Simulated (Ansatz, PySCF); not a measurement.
Si(F)2(OH)(OSiH3) (F2H4O2Si2), SMILES O[Si](F)(F)O[SiH3]. Atoms are numbered in the order given.

```xyz
10

O      1.7177     1.1519     0.4020
Si     0.7736    -0.1514     0.1633
F      0.4250    -0.8753     1.5556
F      1.5462    -1.2559    -0.7069
O     -0.5863     0.2970    -0.5758
Si    -2.2473     0.4280    -0.4950
H      2.6111     1.0105     0.7273
H     -2.8536    -0.9324    -0.4362
H     -2.7022     1.1391    -1.7193
H     -2.6310     1.2006     0.7209
```
Charge 0, spin multiplicity 1.

Coordinates come from a PBE0-D3(BJ)/def2-SVP optimisation. The structure was generated by enumeration, and PubChem lists no compound with its InChIKey, so it may never have been made. Other conformers were not sampled.

Two levels are set side by side: PBE-D3(BJ)/def2-SVP (Ansatz, a program for electronic structure) and PBE0-D3(BJ)/def2-SVP (Ansatz). Each level has its own optimised geometry; the coordinates shown are those of the second. Frequencies come from the Hessian of PySCF at each geometry. Differences are taken from unrounded values.

| quantity | PBE0-D3(BJ) |
|---|---|
| mean bond length (Å) | 1.505 |
| bond O1–Si2 (Å) | 1.627 |
| bond Si2–F3 (Å) | 1.607 |
| bond Si2–F4 (Å) | 1.604 |
| bond Si2–O5 (Å) | 1.611 |
| bond O5–Si6 (Å) | 1.668 |
| bond O1–H7 (Å) | 0.961 |
| bond Si6–H8 (Å) | 1.491 |
| bond Si6–H9 (Å) | 1.487 |
| bond Si6–H10 (Å) | 1.491 |
| highest harmonic wavenumber (cm⁻¹) | 3947 |
| mean harmonic wavenumber (cm⁻¹) | 935 |
| zero-point energy (kcal/mol) | 32.07 |

Task: What does PBE-D3(BJ) give, and how far is it from PBE0-D3(BJ)? (The exact figures need the calculation; the answer reports its results.)

Result: 
```json
[
 {"quantity": "mean bond length (Å)", "PBE-D3(BJ)": "1.520", "PBE-D3(BJ) minus PBE0-D3(BJ)": "0.015"},
 {"quantity": "bond O1–Si2 (Å)", "PBE-D3(BJ)": "1.644", "PBE-D3(BJ) minus PBE0-D3(BJ)": "0.017"},
 {"quantity": "bond Si2–F3 (Å)", "PBE-D3(BJ)": "1.625", "PBE-D3(BJ) minus PBE0-D3(BJ)": "0.017"},
 {"quantity": "bond Si2–F4 (Å)", "PBE-D3(BJ)": "1.621", "PBE-D3(BJ) minus PBE0-D3(BJ)": "0.016"},
 {"quantity": "bond Si2–O5 (Å)", "PBE-D3(BJ)": "1.632", "PBE-D3(BJ) minus PBE0-D3(BJ)": "0.020"},
 {"quantity": "bond O5–Si6 (Å)", "PBE-D3(BJ)": "1.687", "PBE-D3(BJ) minus PBE0-D3(BJ)": "0.019"},
 {"quantity": "bond O1–H7 (Å)", "PBE-D3(BJ)": "0.973", "PBE-D3(BJ) minus PBE0-D3(BJ)": "0.011"},
 {"quantity": "bond Si6–H8 (Å)", "PBE-D3(BJ)": "1.502", "PBE-D3(BJ) minus PBE0-D3(BJ)": "0.012"},
 {"quantity": "bond Si6–H9 (Å)", "PBE-D3(BJ)": "1.498", "PBE-D3(BJ) minus PBE0-D3(BJ)": "0.011"},
 {"quantity": "bond Si6–H10 (Å)", "PBE-D3(BJ)": "1.502", "PBE-D3(BJ) minus PBE0-D3(BJ)": "0.011"},
 {"quantity": "highest harmonic wavenumber (cm⁻¹)", "PBE-D3(BJ)": "3781", "PBE-D3(BJ) minus PBE0-D3(BJ)": "-167"},
 {"quantity": "mean harmonic wavenumber (cm⁻¹)", "PBE-D3(BJ)": "903", "PBE-D3(BJ) minus PBE0-D3(BJ)": "-31"},
 {"quantity": "zero-point energy (kcal/mol)", "PBE-D3(BJ)": "30.99", "PBE-D3(BJ) minus PBE0-D3(BJ)": "-1.08"}
]
```

GGA bonds tend to be longer and softer than those of functionals with exact exchange. Differences between two approximate levels are no errors against the true value.
